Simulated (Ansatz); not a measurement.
Basis-set extrapolation for CH₆O₃Si₂, SMILES `O=C(O)O[SiH2][SiH3]` (PBE0-D4/def2-TZVP geometry, frozen core, Ansatz). Multiplicity 1, RHF reference.

```csv
,def2-TZVPP,def2-QZVPP
HF,-844.022987,-844.052999
MP2 correlation,-1.095993,-1.181831
CCSD(T) correlation,-1.182051,not run
```

Energies in hartree. Use E(X) = E(∞) + A·exp(−7.88·√X) for Hartree–Fock and E(X) = E(∞) + B·X^(−2.97) for correlation, with X = 3 and 4, and add CCSD(T) minus MP2 of the smaller set to the MP2 limit.

Task: What is the CCSD(T) energy at the basis-set limit?

Result: HF limit: -844.052999 + (-0.030012) × 0.13774 = -844.05713. MP2 limit: -1.181831 + (-0.085838) × 0.74074 = -1.24541. Higher-order term: -1.182051 − (-1.095993) = -0.08606. Total: -845.38860 hartree, 115.2 kcal/mol below CCSD(T)/def2-TZVPP.
